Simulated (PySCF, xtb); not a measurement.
H₆PSi, SMILES [SiH3][PH3+], charge +1.

GFN2-xTB in xtb at its own geometry gives an orbital gap of 5.61 eV.

Geometry: B3LYP-D3(BJ)/def2-TZVP. The isomer is the one that the SMILES or the coordinates give; other isomers of the formula were not compared.

Task: What does PySCF with M06-2X/def2-TZVPD give? (An estimate is asked for; the answer gives what the named calculation found.)

Result: gap 11.82 eV (levels -16.62 and -4.80 eV).
